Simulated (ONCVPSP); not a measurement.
## Configuration tests for neon (Ne) (ONCV)

```
Element                 : neon
Generator               : ONCVPSP 4.0.1
Type                    : optimised norm-conserving Vanderbilt (ONCV)
Functional              : PBEsol
Relativity              : scalar-relativistic
Frozen core             : [He]
Valence charge          : 8
Reference configuration : 2s2 2p4.5 (charge +1.5)
Partial waves           : 2s: rc 0.65 bohr, ncon 5, nbas 8, qcut 13 1/bohr, 2 projectors, debl 0.9 Ha; 2p: rc 1.25 bohr, ncon 4, nbas 8, qcut 8.7 1/bohr, 2 projectors, debl 0.5 Ha
Local potential         : polynomial inside 0.50 bohr (lpopt 2, dvloc0 3 Ha)
Core correction         : polynomial model core, fcfact 0.35
```

In the s channel the program set the typed energies aside and used -2.436, 0.250 Ha. In the p channel the program set the typed energies aside and used -1.581, 0.250 Ha.

Energies are relative to the spin-unpolarised reference configuration 2s2 2p4.5; without spin polarisation the order of configurations can differ from experiment.

| valence configuration | charge | ΔE all-electron (eV) | error AE − PS (meV) |
| --- | --- | --- | --- |
| 2s2 2p5 | +1 | -18.765 | +30 |
| 2s2 2p4 | +2 | 24.395 | +43 |
| 2s2 2p2 | +4 | 186.119 | +2128 |

Problem. What are ΔE and the potential's error for 2s2 2p6?

Solution. ΔE = -41.164 eV all-electron; the error (AE − PS) is +160 meV.
